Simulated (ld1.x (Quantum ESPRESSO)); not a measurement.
## Pseudopotential generation for thallium (Tl): TM, PBE, scalar-relativistic.

The input file (ld1.x (Quantum ESPRESSO) 7.5):

```
&input
   title='Tl', zed=81., rel=1, dft='PBE', iswitch=3,
   config='[Xe] 4f14 5d10 6s2 6p1',
   nld=3, rlderiv=3.00, eminld=-3.0, emaxld=5.0, deld=0.02
 /
 &inputp
   pseudotype=2, tm=.true., lloc=2,
   nlcc=.false.,
   file_pseudopw='Tl.UPF', file_wfcaegen='ae.wfc', file_wfcncgen='nc.wfc', file_beta='beta', file_chi='chi'
 /
3
6S  1  0   2.00   0.00  1.70  1.70  0.0
6P  2  1   1.00   0.00  2.75  2.75  0.0
5D  3  2  10.00   0.00  1.15  1.15  0.0
 &test
   configts(1)='5d10 6s2 6p1'
 /
```

Command:

```bash
ld1.x < Tl.in > Tl.out
```

Resulting log (shortened: banner, matrices, multipoles, cross overlaps and the repeated all-electron block are left out):

```
Program LD1 v.7.5
     --------------------------- All-electron run ----------------------------

     Tl
     scalar relativistic calculation

     atomic number is 81.00
     dft =PBE   lsd =0 sic =0 latt =0  beta=0.20 tr2=1.0E-14
     Exchange-correlation= PBE
                           (   1   4   3   4   0   0   0)
     mesh =1281 r(mesh) = 100.03807 a.u. xmin = -7.00 dx = 0.01250
     1 Ry =  13.60569312 eV, c = 137.03599908

     n l     nl                  e(Ry)          e(Ha)          e(eV)
     1 0     1S 1( 2.00)     -6294.3326     -3147.1663    -85638.7575
     2 0     2S 1( 2.00)     -1120.6766      -560.3383    -15247.5817
     2 1     2P 1( 6.00)      -963.6756      -481.8378    -13111.4741
     3 0     3S 1( 2.00)      -267.4966      -133.7483     -3639.4772
     3 1     3P 1( 6.00)      -222.3208      -111.1604     -3024.8283
     4 0     4S 1( 2.00)       -59.7044       -29.8522      -812.3193
     4 1     4P 1( 6.00)       -44.9000       -22.4500      -610.8951
     3 2     3D 1(10.00)      -175.5770       -87.7885     -2388.8473
     5 0     5S 1( 2.00)        -9.6283        -4.8142      -131.0001
     5 1     5P 1( 6.00)        -5.5930        -2.7965       -76.0966
     4 2     4D 1(10.00)       -27.5636       -13.7818      -375.0225
     4 3     4F 1(14.00)        -8.3807        -4.1904      -114.0254
     5 2     5D 1(10.00)        -1.1382        -0.5691       -15.4857
     6 0     6S 1( 2.00)        -0.7016        -0.3508        -9.5458
     6 1     6P 1( 1.00)        -0.1742        -0.0871        -2.3703

     final scf error:  7.8E-15 reached in  26 iterations

     Etot =  -40491.900530 Ry,  -20245.950265 Ha, -550920.372580 eV

     Ekin =   45624.297902 Ry,   22812.148951 Ha,  620750.196201 eV
     Encl = -101000.877865 Ry,  -50500.438932 Ha,-1374186.949381 eV
     Eh   =   15641.308833 Ry,    7820.654417 Ha,  212810.848030 eV
     Exc  =    -756.629401 Ry,    -378.314700 Ha,  -10294.467431 eV

     normalization and overlap integrals

     s(1S/1S) =  1.000000  <r> =   0.0163  <r2> =    0.0004  r(max) =   0.0100
     s(2S/2S) =  1.000000  <r> =   0.0687  <r2> =    0.0056  r(max) =   0.0582
     s(2P/2P) =  1.000000  <r> =   0.0623  <r2> =    0.0048  r(max) =   0.0482
     s(3S/3S) =  1.000000  <r> =   0.1775  <r2> =    0.0361  r(max) =   0.1642
     s(3P/3P) =  1.000000  <r> =   0.1793  <r2> =    0.0373  r(max) =   0.1642
     s(4S/4S) =  1.000000  <r> =   0.3916  <r2> =    0.1730  r(max) =   0.3699
     s(4P/4P) =  1.000000  <r> =   0.4176  <r2> =    0.1981  r(max) =   0.3889
     s(3D/3D) =  1.000000  <r> =   0.1624  <r2> =    0.0309  r(max) =   0.1327
     s(5S/5S) =  1.000000  <r> =   0.8770  <r2> =    0.8622  r(max) =   0.8030
     s(5P/5P) =  1.000000  <r> =   1.0076  <r2> =    1.1466  r(max) =   0.9099
     s(4D/4D) =  1.000000  <r> =   0.4398  <r2> =    0.2233  r(max) =   0.3938
     s(4F/4F) =  1.000000  <r> =   0.4677  <r2> =    0.2629  r(max) =   0.3563
     s(5D/5D) =  1.000000  <r> =   1.3903  <r2> =    2.2762  r(max) =   1.1113
     s(6S/6S) =  1.000000  <r> =   2.4783  <r2> =    7.0215  r(max) =   2.0762
     s(6P/6P) =  1.000000  <r> =   3.8559  <r2> =   17.6756  r(max) =   2.9097

     ------------------------ End of All-electron run ------------------------

     --------------------- Generating NC pseudopotential ---------------------

      Generating local pot.: lloc=2, matching radius rcloc =   1.1500

      Wfc   6S  rcut= 1.700  Using Troullier-Martins method

      Wfc   6P  rcut= 2.733  Using Troullier-Martins method

     ------------------- End of pseudopotential generation -------------------

     Computing logarithmic derivative in   3.00213
     Computing logarithmic derivative in   3.00213
     Computing the partial wave expansion
     R is outside the sphere for l=    0 j= 0.00
     R is outside the sphere for l=    1 j= 0.00
       no projector for channel:   2

     ---------------------- Testing the pseudopotential ----------------------

     Tl
     scalar relativistic calculation

     atomic number is 81.00   valence charge is 13.00
     dft =PBE   lsd =0 sic =0 latt =0  beta=0.20 tr2=1.0E-14
     mesh =1281 r(mesh) = 100.03807 xmin = -7.00 dx = 0.01250

     n l     nl             e AE (Ry)        e PS (Ry)    De AE-PS (Ry)
     3 2     5D   1(10.00)       -1.13818       -1.13814       -0.00004
     1 0     6S   1( 2.00)       -0.70160       -0.70160       -0.00000
     2 1     6P   1( 1.00)       -0.17421       -0.17421        0.00000

     eps = 6.0E-15  iter = 14

     Etot =  -40491.900530 Ry,  -20245.950265 Ha, -550920.372580 eV
     Etotps =  -100.166634 Ry,     -50.083317 Ha,   -1362.836478 eV

     Ekin =      63.667845 Ry,      31.833922 Ha,     866.245154 eV
     Encl =    -243.906058 Ry,    -121.953029 Ha,   -3318.510980 eV
     Ehrt =      91.129701 Ry,      45.564850 Ha,    1239.882744 eV
     Ecxc =     -13.141408 Ry,      -6.570704 Ha,    -178.797968 eV
     Epseu=       2.083288 Ry,       1.041644 Ha,      28.344571 eV

     ---------------------- End of pseudopotential test ----------------------
```

Note: ghost states, extra bound levels that the all-electron valence spectrum of the same l lacks: s at -63.9 eV, p at -15.5 eV. A true bound ghost makes a file unfit for plane-wave use.

Generation and configuration tests took about 6.8 s on one core of a shared server CPU.
